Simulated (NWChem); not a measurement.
# TaOF3; SMILES [F][Ta]([F])([F])=[O]

Results from NWChem. Structure relaxed at the PBE0/def2-SVP level. def2 effective core potentials on Ta; no spin-orbit coupling. Total energies compare along this basis series because the functional is fixed.

```csv
level,basis functions,energy (Ha),highest occupied level (eV),orbital gap (eV),dipole (D),relative time
PBE0/def2-SVP,88,-431.3789,-10.34,8.68,1.78,1
PBE0/def2-SVPD,127,-431.4069,-10.53,8.65,1.79,2
PBE0/def2-TZVP,164,-431.8551,-10.34,8.69,1.87,3
PBE0/def2-TZVPD,203,-431.8589,-10.35,8.68,1.86,5
PBE0/def2-TZVPP,180,-431.8639,-10.30,8.72,1.90,4
```

Relative times are rough (shared machine, one core).
